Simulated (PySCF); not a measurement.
Nd³²⁺: ionisation energy

Nd³²⁺ [Ar] 3d10 (1S) → Nd³³⁺ [Ar] 3d9 (2D), as a difference of total energies. All numbers are calculated (PySCF 2.14, the spin-free X2C one-electron Hamiltonian (Gaussian nucleus), in an even-tempered Gaussian basis (18 s from 5 bohr⁻², ratio 2.5; 13 p from 6.5 bohr⁻², ratio 2.5; 8 d from 6.5 bohr⁻², ratio 2.5; 4 f from 30 bohr⁻², ratio 2.7; 3 g from 45 bohr⁻², ratio 2.7)). Correlated levels: outer shells: [Ne] frozen; virtual orbitals above 40 to 60 times the deepest correlated orbital energy dropped. The calculations carry no spin-orbit coupling.

```tsv
method	ionisation energy (eV)
UHF	2144.1
LDA	2143.2
PBE	2142.4
PBE0	2143.4
r2SCAN	2143.7
BHandHLYP	2144.0
PW91	2142.7
MP2 (outer shells)	2145.8
SCS-MP2 (outer shells)	2145.5
```

A first-order spin-orbit estimate (lowest level to lowest level, LS coupling) adds -9.354 eV.

Breit and QED terms and the two-electron picture change are absent.

For comparison: 2134 ± 4 eV (theoretical estimate listed by NIST; NIST Atomic Spectra Database, ionization energies).
